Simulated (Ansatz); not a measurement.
Geometry optimisation, RKS B3LYP-D4/def2-SVP (Ansatz).

Input:

```yaml
crystal:
  periodic: [false, false, false]
  atoms:
    - { symbol: Ge, position_ang: [0.0, 0.0, 0.0] }
    - { symbol: F, position_ang: [0.0, 0.0, 2.03] }
    - { symbol: O, position_ang: [1.6691, 0.0, -0.5894] }
    - { symbol: H, position_ang: [1.9855, -0.9521, -0.7061] }
    - { symbol: O, position_ang: [-0.8337, 1.4443, -0.5894] }
    - { symbol: H, position_ang: [-1.7915, 1.2136, -0.8118] }
    - { symbol: F, position_ang: [-0.7913, -1.3709, -0.5594] }
    - { symbol: O, position_ang: [1.0856, 1.6372, 0.6527] }
    - { symbol: H, position_ang: [1.8625, 1.3234, 1.2167] }
    - { symbol: H, position_ang: [0.6576, 0.9917, 1.7453] }
basis:
  gaussian: { orbitals: def2-SVP }
hamiltonian:
  xc: b3lyp
  dispersion: d4
relax:
  f_tol: 0.15
  max_steps: 25
  restrain:
    - { distance: [0, 7], at: 1.77, k: 30.0 }
    - { distance: [9, 1], at: 0.92, k: 30.0 }
    - { distance: [0, 1], at: 2.88, k: 30.0 }
    - { distance: [9, 7], at: 2.21, k: 30.0 }
```

Launched with:

```bash
$ ansatz run input.yaml --threads 4 --pin off --max-ram 5120MiB --backend cpu --events-out ev --progress --plain --runs-dir out
```

Task: Where does it end, and by what steps?

Result: It converged. The restraints hold the end off the free minimum; the threshold counts their pulls, which the force column leaves out. Restrained pairs: Ge1–O8 (2.07 → 1.77 Å), F2–H10 (1.22 → 0.93 Å), Ge1–F2 (2.03 → 2.89 Å), O8–H10 (1.34 → 2.20 Å). After 22 steps the energy has fallen by 3.285 eV (the restraints' own energy left out); H4 moved furthest, 1.54 Å.

```
step  energy less start (eV)  largest force component (eV/Å)  accepted
   0                  0.0000                           6.545       yes
   1                  0.0181                           5.287       yes
   2                 -0.1692                           4.735       yes
   3                 -1.0565                           2.190       yes
   4                 -1.9602                           2.483       yes
   5                 -2.3738                           1.533       yes
   6                 -2.6333                           1.032       yes
   7                 -2.8171                           0.435       yes
   8                 -2.8725                           0.527       yes
   9                 -2.9145                           0.278       yes
  10                 -2.9395                           0.920       yes
  11                 -3.0028                           0.417       yes
  12                 -3.0485                           0.230       yes
  13                 -3.0833                           0.237       yes
  14                 -3.1182                           0.269       yes
  15                 -3.1296                           1.396       yes
  16                 -3.1792                           0.888       yes
  17                 -3.2092                           1.166       yes
  18                 -3.2459                           0.566       yes
  19                 -3.2494                           0.525       yes
  20                 -3.2534                           0.480       yes
  21                 -3.2803                           0.503       yes
  22                 -3.2846                           0.469       yes
```

```xyz
10
Properties=species:S:1:pos:R:3
Ge 0.585 0.197 -0.197
F -1.183 0.749 2.018
O 1.735 0.092 -1.520
H 1.529 -0.619 -2.143
O -0.928 0.903 -0.709
H -1.499 1.003 0.070
F 0.335 -1.419 0.387
O 1.364 1.161 1.066
H 2.326 1.059 1.067
H -0.421 1.162 2.351
```

Time of the run: 47 s on 4 threads of Arm Neoverse V2 (shared host), peak memory 0.33 GiB.
